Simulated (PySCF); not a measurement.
## How methods differ on the excitation energy of Co

Co [Ar] 3d7 4s2 (4F) → Co [Ar] 3d8 4s1 (4F), as a difference of total energies. All numbers are calculated (PySCF 2.14, scalar relativity by spin-free X2C-1e, in ANO-R2). Correlated levels: valence: [Ar] frozen. The calculations carry no spin-orbit coupling.

```csv
method,excitation energy (eV),error (eV)
UHF,1.949,+1.532
MP2 (valence),0.059,-0.358
SCS-MP2 (valence),0.256,-0.161
CCSD (valence),0.749,+0.332
CCSD(T) (valence),0.607,+0.190
```

Reference: 0.417 eV (measured; NIST levels, between the centres of gravity of the two terms).

Errors of the correlated levels include the incompleteness of this basis and the frozen core.
